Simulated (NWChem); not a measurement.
System: AlSiH₃ClF; SMILES [F][Al]([SiH3])[Cl]

```xyz
7

Al    -0.3923    -0.1440     0.0025
Cl     0.8116    -1.8602    -0.0004
F     -2.0338    -0.4105    -0.0011
Si     0.5283     2.1047    -0.0001
H     -0.5499     3.1292     0.1382
H      1.2634     2.3412    -1.2817
H      1.4973     2.2552     1.1293
```
Atoms are numbered in this order, from 1.

Computed with NWChem. The geometry was optimised at PBE0/def2-SVP. B3LYP is NWChem's, with the RPA form of VWN correlation.

Task: Estimate the computed values for B3LYP/def2-SVP. Quantities: highest occupied level (eV); orbital gap (eV); dipole (D).

Result: 
| Quantity | Result |
|---|---|
| highest occupied level (eV) | -8.24 |
| orbital gap (eV) | 6.54 |
| dipole (D) | 1.61 |
